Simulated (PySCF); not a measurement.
CH5F2NSi2, SMILES F[SiH2]/C=N/[SiH2]F. Heavy atoms are numbered as in [F:1][SiH2:2]/[CH:3]=[N:4]/[SiH2:5][F:6]. Hydrogens are named by the atom that carries them.

Coordinates come from a TPSSh-D3(BJ)/def2-SVP optimisation. The structure was generated by enumeration; whether it is a known compound was not checked. Other conformers were not sampled.

The numbers are results of KT2/pcSseg-1 in PySCF, not measurements.

GIAO shieldings, no solvent; atoms alike by connectivity are averaged. δ = σ(ref) − σ: ¹⁹F against CFCl3 (σ = 127.1 ppm); ²⁹Si against TMS (σ = 361.9 ppm); ¹³C against TMS (σ = 185.1 ppm); ¹⁵N against NH3 (σ = 266.2 ppm); ¹H against TMS (σ = 31.47 ppm), references at their B3LYP-D3(BJ)/def2-TZVP geometries, non-relativistic.

Computed chemical shifts:
```tsv
nucleus	atoms	count	δ (ppm)
¹⁹F	F6	1	-224.6
¹⁹F	F1	1	-254.6
²⁹Si	Si5 (SiH2)	1	-21.0
²⁹Si	Si2 (SiH2)	1	-24.7
¹³C	C3 (CH)	1	200.2
¹⁵N	N4	1	445.1
¹H	H on C3	1	10.41
¹H	H on Si5	2	5.78
¹H	H on Si2	2	5.24
```
